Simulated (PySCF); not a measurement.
A series of related molecules

The calculation used PySCF, TDDFT B3LYP/def2-SVPD circular dichroism and optical rotation, one conformer, gas phase. Geometry: GFN2-xTB.

Each molecule in one low-energy conformer. The parent is FC(F)C[C@@H]1C[C@@H]1Cl.

The molecule is flexible and this is one conformer; a measurement averages over conformers.

**Question.** How does the specific rotation at 589.3 nm (origin-invariant length gauge) change along this series?
- FC(F)C[C@@H]1C[C@@H]1Cl (base)
- FC(F)C[C@H]1C[C@@H]1Cl (diastereomer)

**Answer.** 
```
               molecule  [α]589 (deg dm⁻¹ (g/mL)⁻¹)  S1 (eV)  R(S1), velocity form (10⁻⁴⁰ esu² cm²)
FC(F)C[C@@H]1C[C@@H]1Cl                      +135.3     6.77                                   -2.0
 FC(F)C[C@H]1C[C@@H]1Cl                        +6.3     6.72                                   +0.5
```
The specific rotation at 589.3 nm (origin-invariant length gauge) is lowest for FC(F)C[C@H]1C[C@@H]1Cl and highest for FC(F)C[C@@H]1C[C@@H]1Cl.
